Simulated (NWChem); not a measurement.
Molecule: CH$_{6}$SeSi; SMILES [Se](C)[SiH3]

```xyz
9

Se    -0.4783     0.5183     0.0000
C      1.3396     1.3282     0.0000
H      1.1888     2.4090     0.0057
H      1.8841     1.0398    -0.9003
H      1.8881     1.0312     0.8949
Si     0.1702    -1.6823     0.0000
H      0.9785    -2.0181     1.2046
H      0.9821    -2.0168    -1.2025
H     -1.0797    -2.4846    -0.0023
```
Atoms are numbered in this order, from 1.

Computed with NWChem. All runs use the structure optimised with B3LYP/6-31G* (spherical d). Ions are spin-unrestricted doublets at the neutral geometry; other ion states weren't tried.

### Question
Predict the results for B3LYP/def2-SVP. Quantities: vertical ionisation energy, ΔSCF (eV); −ε(HOMO) (eV).

### Answer
```yaml
vertical ionisation energy, ΔSCF (eV): 8.73
"−ε(HOMO) (eV)": 6.23
```
